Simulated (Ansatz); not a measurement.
Ansatz (a quantum-chemistry and plane-wave program) input for H9NSi4, SMILES [SiH2]1[SiH2][SiH2][SiH2]N1, B3LYP-D3(BJ)/def2-SVP. 

Ansatz 0.2 input:
```yaml
crystal:
  periodic: [false, false, false]
  atoms:
    - {symbol: N, position_ang: [1.56685544, -0.36311329, 0.05465060]}
    - {symbol: Si, position_ang: [1.25886535, 1.34954218, 0.16434744]}
    - {symbol: Si, position_ang: [-1.04909549, 1.43463247, 0.05519507]}
    - {symbol: Si, position_ang: [-1.56700106, -0.82929599, -0.13636355]}
    - {symbol: Si, position_ang: [0.54607032, -1.76692724, -0.11133192]}
    - {symbol: H, position_ang: [2.54818552, -0.59081243, 0.09082687]}
    - {symbol: H, position_ang: [2.00684163, 1.99366441, -0.92780954]}
    - {symbol: H, position_ang: [1.88772565, 1.81895461, 1.41014448]}
    - {symbol: H, position_ang: [-1.52263625, 2.26496271, -1.06423823]}
    - {symbol: H, position_ang: [-1.63806957, 2.10022342, 1.22849128]}
    - {symbol: H, position_ang: [-2.32008946, -1.18391334, -1.35033593]}
    - {symbol: H, position_ang: [-2.42068626, -1.35231718, 0.94268090]}
    - {symbol: H, position_ang: [0.97854965, -2.47490684, -1.32758135]}
    - {symbol: H, position_ang: [0.86844357, -2.66538215, 1.00940851]}
basis:
  gaussian:
    orbitals: def2-SVP
hamiltonian:
  xc: b3lyp
  dispersion: d3bj
relax: {f_tol: 0.002, max_steps: 200}
```

It prints:

```
WARN ansatz: RAYON_NUM_THREADS=1 ignored (pool sized by the plan → 1); use --threads N
Functional definition: B3LYP
integrals: 0.10 GiB planned
1345 factors; integrals over basis functions are off by at most 3.6e-4 eV
mean field: 0.72 GiB planned
mean field evaluation 1: about -33132.7612 eV, gradient 5.5e1 eV
mean field evaluation 2: about -33110.1800 eV, gradient 1.0e2 eV
mean field evaluation 4: about -33139.0705 eV, gradient 3.2e0 eV
mean field evaluation 8: about -33139.1096 eV, gradient 1.8e-2 eV
mean field -33139.10956726 eV, -1217.8398141016 hartree, gradient 5.6e-5 eV, S^2 0.000000; 0 other end points of the search recorded, 0 dependent functions left out
the calculation of the forces begins
reference -33139.10990327 eV, -1217.8398264499 hartree; 36, 36 occupied and 95, 95 virtual orbitals, 1345 factors
relax step   1: F+E_penalty+E_count = -33139.94052629 eV  Δ(F+E_penalty+E_count) = +0.000e0 eV  max|allowed force component| = 7.710e-1 eV/Å  Δτ_max = 0.0000 Å  (23 SCF iters, accepted)
these checks for a lower state are left out or cut short: starts, cluster_reference, orbital_swaps, neighbouring_geometries, increment
integrals: 0.10 GiB planned
1345 factors; integrals over basis functions are off by at most 4.5e-4 eV
mean field: 0.72 GiB planned
mean field evaluation 16: about -33139.3416 eV, gradient 9.3e-2 eV
mean field -33139.34110013 eV, -1217.8483227775 hartree, gradient 1.3e-5 eV, S^2 0.000000; 0 other end points of the search recorded, 0 dependent functions left out
the calculation of the forces begins
reference -33139.34143704 eV, -1217.8483351588 hartree; 36, 36 occupied and 95, 95 virtual orbitals, 1345 factors
relax step   2: F+E_penalty+E_count = -33140.16382575 eV  Δ(F+E_penalty+E_count) = -2.233e-1 eV  max|allowed force component| = 2.050e-1 eV/Å  Δτ_max = 0.1258 Å  (26 SCF iters, accepted)
these checks for a lower state are left out or cut short: starts, cluster_reference, orbital_swaps, neighbouring_geometries, increment
integrals: 0.10 GiB planned
1345 factors; integrals over basis functions are off by at most 4.4e-4 eV
mean field: 0.72 GiB planned
mean field -33139.35392527 eV, -1217.8487940928 hartree, gradient 2.5e-5 eV, S^2 0.000000; 0 other end points of the search recorded, 0 dependent functions left out
the calculation of the forces begins
reference -33139.35426286 eV, -1217.8488064990 hartree; 36, 36 occupied and 95, 95 virtual orbitals, 1345 factors
relax step   3: F+E_penalty+E_count = -33140.17444510 eV  Δ(F+E_penalty+E_count) = -1.062e-2 eV  max|allowed force component| = 8.546e-2 eV/Å  Δτ_max = 0.0318 Å  (23 SCF iters, accepted)
these checks for a lower state are left out or cut short: starts, cluster_reference, orbital_swaps, neighbouring_geometries, increment
integrals: 0.10 GiB planned
1345 factors; integrals over basis functions are off by at most 4.4e-4 eV
mean field: 0.72 GiB planned
mean field evaluation 32: about -33139.3545 eV, gradient 2.3e-5 eV
mean field -33139.35454079 eV, -1217.8488167127 hartree, gradient 2.3e-5 eV, S^2 0.000000; 0 other end points of the search recorded, 0 dependent functions left out
the calculation of the forces begins
reference -33139.35487835 eV, -1217.8488291177 hartree; 36, 36 occupied and 95, 95 virtual orbitals, 1345 factors
relax step   4: F+E_penalty+E_count = -33140.17532722 eV  Δ(F+E_penalty+E_count) = -8.821e-4 eV  max|allowed force component| = 5.075e-2 eV/Å  Δτ_max = 0.0077 Å  (22 SCF iters, accepted)
these checks for a lower state are left out or cut short: starts, cluster_reference, orbital_swaps, neighbouring_geometries, increment
integrals: 0.10 GiB planned
1345 factors; integrals over basis functions are off by at most 4.4e-4 eV
mean field: 0.72 GiB planned
mean field -33139.35442674 eV, -1217.8488125216 hartree, gradient 9.4e-6 eV, S^2 0.000000; 0 other end points of the search recorded, 0 dependent functions left out
the calculation of the forces begins
reference -33139.35476421 eV, -1217.8488249233 hartree; 36, 36 occupied and 95, 95 virtual orbitals, 1345 factors
relax step   5: F+E_penalty+E_count = -33140.17538689 eV  Δ(F+E_penalty+E_count) = -5.967e-5 eV  max|allowed force component| = 6.335e-2 eV/Å  Δτ_max = 0.0050 Å  (22 SCF iters, accepted)
these checks for a lower state are left out or cut short: starts, cluster_reference, orbital_swaps, neighbouring_geometries, increment
integrals: 0.10 GiB planned
1345 factors; integrals over basis functions are off by at most 4.4e-4 eV
mean field: 0.72 GiB planned
mean field -33139.35451313 eV, -1217.8488156964 hartree, gradient 5.1e-5 eV, S^2 0.000000; 0 other end points of the search recorded, 0 dependent functions left out
the calculation of the forces begins
reference -33139.35485064 eV, -1217.8488280993 hartree; 36, 36 occupied and 95, 95 virtual orbitals, 1345 factors
relax step   6: F+E_penalty+E_count = -33140.17544198 eV  Δ(F+E_penalty+E_count) = -5.509e-5 eV  max|allowed force component| = 1.077e-3 eV/Å  Δτ_max = 0.0017 Å  (18 SCF iters, accepted)
integrals: 0.10 GiB planned
1345 factors; integrals over basis functions are off by at most 4.4e-4 eV
mean field: 0.72 GiB planned
mean field -33139.35451313 eV, -1217.8488156964 hartree, gradient 5.1e-5 eV, S^2 0.000000; 1 other end points of the search recorded, 0 dependent functions left out
the calculation of the forces begins
reference -33139.35485064 eV, -1217.8488280993 hartree; 36, 36 occupied and 95, 95 virtual orbitals, 1345 factors
Total energy: -33140.17577948 eV, -1217.8789966778 hartree
Atom 0 at     1.658329    -0.384413     0.057966 Å, force    -0.000301     0.000167    -0.000185 eV/Å
Atom 1 at     1.300523     1.330222     0.166106 Å, force     0.000264    -0.000250     0.001077 eV/Å
Atom 2 at    -1.055800     1.452140     0.055177 Å, force     0.000332     0.000491    -0.000798 eV/Å
Atom 3 at    -1.580810    -0.841782    -0.137270 Å, force     0.000135    -0.000501    -0.000390 eV/Å
Atom 4 at     0.591910    -1.768029    -0.109504 Å, force     0.000340    -0.000077     0.000791 eV/Å
Atom 5 at     2.651742    -0.614918     0.095192 Å, force     0.000595    -0.000207     0.000041 eV/Å
Atom 6 at     1.946754     2.093389    -0.947613 Å, force    -0.000418    -0.000511    -0.000370 eV/Å
Atom 7 at     1.825657     1.915298     1.439724 Å, force    -0.000029    -0.000362     0.000236 eV/Å
Atom 8 at    -1.511708     2.235671    -1.131179 Å, force    -0.000463    -0.000109     0.000159 eV/Å
Atom 9 at    -1.635591     2.061921     1.288547 Å, force    -0.000009     0.000150    -0.000434 eV/Å
Atom 10 at    -2.297231    -1.152403    -1.409822 Å, force    -0.000581     0.000196     0.000436 eV/Å
Atom 11 at    -2.401940    -1.329029     1.010601 Å, force     0.000132    -0.000003    -0.000163 eV/Å
Atom 12 at     0.882429    -2.532710    -1.363041 Å, force    -0.000196     0.000834    -0.000461 eV/Å
Atom 13 at     0.769696    -2.730045     1.023199 Å, force     0.000201     0.000182     0.000061 eV/Å
Dipole moment:     0.144732    -0.033623     0.005842 e Å
```

The run converged.

Cost: very roughly 50 core-seconds.
